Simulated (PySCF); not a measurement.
**Low-lying terms of K⁹⁺ (potassium, charge +9)**

Ground state [Ne], ¹S. All numbers are calculated (PySCF 2.14, scalar relativity by spin-free X2C-1e, in an uncontracted even-tempered set (20 s from 0.176 bohr⁻², ratio 2.5; 12 p from 0.224 bohr⁻², ratio 2.5; 7 d from 0.186 bohr⁻², ratio 2.7; 3 f from 15 bohr⁻², ratio 2.7)). Vertical excitation energies in eV without spin-orbit coupling; excited terms of each kind are numbered among those the solver found. Frozen: 1s2.

```
 term  leading excitation  EOM-EE-CCSD
1 3P°              2p → s       298.24
1 1P°              2p → s       300.16
 1 3S              2p → p       314.63
 1 3D              2p → p       317.95
 1 1D              2p → p       319.40
 1 1P              2p → p       319.68
 1 3P              2p → p       319.75
 1 1S              2p → p       330.45
2 3P°              2p → d       342.96
1 3F°              2p → d       344.37
1 1F°              2p → d       345.62
1 1D°              2p → d       346.30
 2 3S              2s → s       379.71
 2 1S              2s → s       383.19
```

The solver can miss terms. The 23 highest virtual orbitals were dropped.
